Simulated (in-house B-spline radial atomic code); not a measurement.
Results of a calculation; reference values are marked as such.
## Correlation energy from the adiabatic connection: −Z exp(−kr)/r, Z = 2.4, k = 0.865

Two electrons in a singlet, external potential −Z exp(−kr)/r, Z = 2.4, k = 0.865 (atomic units). Full CI in B-splines (partial waves to l = 8, correlation up to 0.6 % small) with the density held fixed gives W(λ) = <V_ee>_λ − U, and E_c is the integral of W(λ) − W(0) from 0 to 1.

```csv
λ,W(λ) − W(0) (hartree)
0,0.00000
0.02,-0.00208
0.05,-0.00516
0.12,-0.01219
0.25,-0.02467
0.4,-0.03821
0.6,-0.05496
0.8,-0.07038
1,-0.08461
```

Integrate the table by the trapezoid rule.

The strips give -0.00002, -0.00011, -0.00061, -0.00240, -0.00472, -0.00932, -0.01253, -0.01550, which sum to -0.04520 hartree. The direct value, W(1) − W(0) + T_c with T_c = 0.03933, is -0.04528; the curve is convex, so chords lie above it and the trapezoids fall short in size by 0.19 %.

Now use only three numbers: W(0) = -1.0756, the initial slope W'(0) = -0.1044 (extrapolated from the first points) and the strong-coupling limit of the point-charge-plus-continuum model, W∞ = -1.5508. What do second-order theory and the interpolation W(λ) = W∞ + (W(0) − W∞)/√(1 + 2χλ) of Seidl, Perdew and Levy give?

Second order keeps the slope alone: E_c = W'(0)/2 = -0.05220, +15 % in size against -0.04528. Matching the slope fixes χ = W'(0)/(W∞ − W(0)) = -0.1044/(-0.47520) = 0.21970. Integrating, with s = √(1 + 2χ) = 1.199747, E_c = −(W(0) − W∞)(s − 1)/(s + 1) = −0.47520 × 0.199747/2.199747 = -0.04315 hartree, -4.7 % in size against the full result. At λ = 1 the formula gives W − W(0) = -0.07912 against -0.08461. Part of the miss can come from the model's W∞.
